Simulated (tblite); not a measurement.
Compound: C4H10O2SSi2.
Atom-mapped SMILES: `[CH3:1][S@:2](=[O:3])[CH2:4][O:5][SiH2:6][C:7]#[C:8][SiH3:9]` (hydrogens: H10, H11, H12 on C1; H13, H14 on C4; H15, H16 on Si6; H17, H18, H19 on Si9)

The geometry is computed with GFN2-xTB (gas phase).

(1) What internal coordinates does the optimisation give?

Answers

(1) 
| bond | length (Å) | order |
| --- | --- | --- |
| C1–S2 | 1.845 | single |
| S2=O3 | 1.464 | double |
| S2–C4 | 1.871 | single |
| C4–O5 | 1.370 | single |
| O5–Si6 | 1.636 | single |
| Si6–C7 | 1.853 | single |
| C7≡C8 | 1.211 | triple |
| C8–Si9 | 1.852 | single |
| C1–H10, C1–H11, C1–H12 | 1.084 | single |
| C4–H13 | 1.096 | single |
| C4–H14 | 1.092 | single |
| Si6–H15 | 1.455 | single |
| Si6–H16 | 1.467 | single |
| Si9–H17, Si9–H18, Si9–H19 | 1.465 | single |

Bonds in one row agree within 0.01 Å and their mean is given. Orders are formal, as drawn. A selection of angles:
| angle | degrees |
| --- | --- |
| C1–S2–O3 | 106.2 |
| C1–S2–C4 | 94.2 |
| O3–S2–C4 | 104.7 |
| S2–C4–O5 | 111.2 |
| C4–O5–Si6 | 127.0 |
| O5–Si6–C7 | 109.9 |
| Si6–C7–C8 | 176.6 |
| C7–C8–Si9 | 179.9 |

Dihedral angles: C1–S2–C4–O5 -68° (synclinal); S2–C4–O5–Si6 -62° (synclinal); C4–O5–Si6–C7 -52° (synclinal).

Si6 (oxygen-bound silicon) is distorted tetrahedral (angles from 98.0° to 115.5°). O5 (silyl ether oxygen) is bent (angle 127.0°). Si9 (SiH3 silicon) is tetrahedral (angles from 107.9° to 111.0°). Of the pairs four or more bonds apart, O5···H11 is among the closest relative to their van der Waals radii: 2.60 Å, 96 % of the sum of Bondi's values. The 2 C–S bonds span 1.845 Å (C1–S2, drawn single) to 1.871 Å (S2–C4, drawn single), a spread of 0.026 Å. S2 (sulfinyl sulfur) is pyramidal (angles 106.2°, 104.7° and 94.2°, sum 305.0°, 0.75 Å off the plane of its three neighbours).

Point group: C1 (no symmetry element, even within 0.4 Å). GFN2-xTB frequencies show an imaginary mode (26i cm⁻¹), so the point is no minimum at that level. 3 starts were optimised and ended at 0.00, 0.65 and 2.03 kcal/mol (GFN2-xTB); the lowest of these is shown.

Hardware: one thread, Arm Neoverse N1 (aarch64), no GPU, on a shared host. Cost: 2.9 s. These figures are those of the optimisation.
